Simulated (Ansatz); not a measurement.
Computed with Ansatz on PBE0-D4/def2-TZVP structures; ΔE is electronic, products minus reactants. CCSD(T)/CBS is the MP2 limit (def2-TZVPP, def2-QZVPP) plus CCSD(T) − MP2 in def2-TZVPP, frozen cores. DFT in def2-TZVPP. For Ga outer-core shells are correlated without core-valence functions, which leaves a few kJ/mol of doubt a bond. Scalar relativity is left out up to krypton. One conformer a species, not always the lowest.

`C=C[B](C)[GaH][F]` + `[SiH3]O[SiH3]` → `[F][GaH][O][SiH3]` + `C=CB(C)[SiH3]`  (redistribution)

```
             level  ΔE (eV)
         r2SCAN-D4     0.28
           ωB97X-V     0.28
           ωB97M-V     0.34
               PBE     0.26
            r2SCAN     0.28
    MP2/def2-TZVPP     0.28
   CCSD/def2-TZVPP     0.28
SCS-MP2/def2-QZVPP     0.33
```

Question: What does CCSD(T)/CBS give? (Best estimate.)

Answer: Computed: +0.33 eV. The listed levels differ from it by -0.05, -0.05, 0.01, -0.07, -0.05, -0.05, -0.05, 0.00 eV.

Largest T1 diagnostic among the species: 0.014.

In def2-TZVPP, CCSD(T) changes the Hartree–Fock value by −0.11 eV (the triples alone add −0.03 eV) and MP2 by −0.09 eV.
